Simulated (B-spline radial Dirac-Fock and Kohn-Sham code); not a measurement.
## Relativistic shifts of the levels of Yb³⁺

System: the Yb³⁺ ion in the configuration [Xe] 4f13.

Both columns are ΔSCF binding energies of the configuration average from an atomic code on a B-spline grid: non-relativistic Hartree-Fock with a point nucleus, and Dirac-Fock with a finite nucleus and the Coulomb interaction alone, averaged over the two j levels with weights 2j+1.

```tsv
shell	Hartree-Fock (eV)	Dirac-Fock (eV)	shift (eV)	shift (%)
1s	57227.3	61655.2	+4427.89	+7.74
2s	9404.3	10566.9	+1162.60	+12.36
2p	8970.4	9352.1	+381.72	+4.26
3s	2164.8	2448.3	+283.45	+13.09
3p	1966.6	2071.7	+105.18	+5.35
3d	1600.9	1586.7	-14.17	-0.89
4s	463.6	532.0	+68.38	+14.75
4p	381.9	405.8	+23.98	+6.28
4d	234.4	231.2	-3.21	-1.37
4f	47.78	41.60	-6.19	-12.95
5s	86.15	96.25	+10.09	+11.72
5p	60.95	63.23	+2.28	+3.74
```

Relativity binds 1s, 2s, 2p, 3s, 3p, 4s, 4p, 5s, 5p more strongly, among those listed most of all 4s in relative terms, and 3d, 4d, 4f more weakly, because the contracted s and p shells screen the nucleus better.

Values without a named source are computed, but for edge energies of neutral atoms, which are taken from tables.
